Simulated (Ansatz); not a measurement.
Cd(Me)2 cation (C₂H₆Cd), SMILES [CH3][Cd][CH3] (connectivity only; charge and spin as stated), charge +1, multiplicity 2. Atoms are numbered in the order given.

```xyz
9

Cd     0.0000     0.0000    -0.0154
C     -2.2221     0.0000    -0.0174
H     -2.4458    -0.5238     0.9200
H     -2.4448     1.0739    -0.0328
H     -2.4437    -0.5501    -0.9400
C      2.2221     0.0000    -0.0174
H      2.4448    -1.0739    -0.0328
H      2.4437     0.5501    -0.9400
H      2.4458     0.5238     0.9200
```
Charge +1, spin multiplicity 2.

Coordinates come from a r2SCAN-D4/def2-SVP optimisation. The spin state was assumed, not searched. The isomer is the one that the SMILES or the coordinates give; other isomers of the formula were not compared. The def2 effective core potentials stand for the cores of Cd; spin–orbit coupling is left out.

Two levels are set side by side: PBE-D3(BJ)/def2-SVP (Ansatz, an electronic-structure program) and r2SCAN-D4/def2-SVP (Ansatz). Each level has its own optimised geometry; the coordinates shown are those of the second. Differences are taken from unrounded values.

```
quantity              r2SCAN-D4
--------------------  ---------
mean bond length (Å)      1.378
bond Cd1–C2 (Å)           2.222
bond Cd1–C6 (Å)           2.222
bond C2–H3 (Å)            1.097
bond C2–H4 (Å)            1.097
bond C2–H5 (Å)            1.097
bond C6–H7 (Å)            1.097
bond C6–H8 (Å)            1.097
bond C6–H9 (Å)            1.097
```

Q: What does PBE-D3(BJ) give, and how far is it from r2SCAN-D4? (The exact figures need the calculation; the answer reports its results.)

A: 
```csv
quantity,PBE-D3(BJ),PBE-D3(BJ) minus r2SCAN-D4
mean bond length (Å),1.387,0.009
bond Cd1–C2 (Å),2.234,0.012
bond Cd1–C6 (Å),2.234,0.012
bond C2–H3 (Å),1.105,0.008
bond C2–H4 (Å),1.105,0.008
bond C2–H5 (Å),1.105,0.008
bond C6–H7 (Å),1.105,0.008
bond C6–H8 (Å),1.105,0.008
bond C6–H9 (Å),1.105,0.008
```

Here PBE gives about what the other level gives.
